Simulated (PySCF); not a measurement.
Calculated NMR parameters of COC(=O)[C@H]1OC[SiH2]1

```yaml
Formula: C4H8O3Si
SMILES: COC(=O)[C@H]1OC[SiH2]1
InChI: InChI=1S/C4H8O3Si/c1-6-3(5)4-7-2-8-4/h4H,2,8H2,1H3/t4-/m0/s1
Point_group_of_the_computed_structure: C1
Degrees_of_unsaturation: 2
Carbon_signals: 4
Proton_signals: 6
```

Atoms are numbered as in `[CH3:1][O:2][C:3](=[O:4])[C@H:5]1[O:6][CH2:7][SiH2:8]1`. Each H is labelled by its parent atom. Ha(C7), Ha(Si8) are cis to C3 on the ring; Hb(C7), Hb(Si8) are trans to C3 on the ring.

Level of theory: GIAO PBE0/pcSseg-1 shieldings, geometry: GFN2-xTB, in PySCF (rapidly exchanging positions averaged, one conformer, no relativistic terms, in vacuum).

Scale: $^{1}$H, $^{13}$C, $^{29}$Si against TMS; $^{17}$O against H2O (reference shieldings calculated alike).

```tsv
carbon	δC, type	δH (multiplicity)	HMBC from (2–3 bonds)	span of the C tensor (ppm)
C1	52.8, CH3	4.07 (s)	–	78
C3	180.6, C	–	Hb(Si8), Ha(Si8), H(C5), H(C1)	158
C5	79.1, CH	4.93 (m)	Hb(Si8), Ha(Si8), Ha(C7), Hb(C7)	71
C7	65.3, CH2	Hb(C7) 4.62 (m); Ha(C7) 5.01 (m)	Hb(Si8), Ha(Si8), H(C5)	111
```

Other nuclei:
```tsv
atoms	nucleus	environment	δ (ppm)	σ (ppm)
Hb(Si8)	$^{1}$H	hydrogen on a silicon bonded to 2 C, in a 4-membered ring	5.44	26.28
Ha(Si8)	$^{1}$H	hydrogen on a silicon bonded to 2 C, in a 4-membered ring	5.01	26.70
Si8	$^{29}$Si	silicon bonded to 2 C, 2 H, in a 4-membered ring	-13.7	362.8
O4	$^{17}$O	ester carbonyl oxygen	417.3	-81.2
O2	$^{17}$O	ester alkoxy oxygen	184.0	152.1
O6	$^{17}$O	ether oxygen	46.2	289.8
```

- Carbon types of the structure: 1 × C, 1 × CH, 1 × CH2, 1 × CH3, leaving 2 H on heteroatoms.
- δC 180.6: ester carbonyl carbon; it is a carbonyl in resonance with an O or N lone pair, the region of acids, esters and amides.
- δC 79.1: sp3 CH bonded to O and Si, α to a carbonyl; deshielded by the electronegative neighbour.
- δC 65.3: sp3 CH2 bonded to O and Si; the inductive effect lowers its shielding.
- δH 5.01, 4.62: hydrogen on an sp3 CH2 bonded to O and Si; its carbon carries O, an electronegative neighbour.
- δH 4.07: hydrogen on a methyl carbon bonded to O; its carbon carries O, which withdraws density.

Shifts are as computed. Against solution values, carbons near 30 ppm lie about +3 ppm off and those near 130 ppm about +5 ppm. Of 1309 compounds with measured shifts, 239 miss one by over three times the rms of a fit or turn the order of signals round; such compounds aren't used in these exercises. Unscaled 17O shifts of doubly bonded oxygen tend to come out too high, by tens of ppm or more. Experimental scales use liquid or dissolved standards, which lie at an offset from isolated H2O (liquid H2O: subtract about 36 ppm). No couplings were computed; multiplicities are counted from neighbouring protons, with m where these are inequivalent, close in shift, in a saturated or five-membered ring or joined by F or P, and br s for small geminal =CH2 splittings.
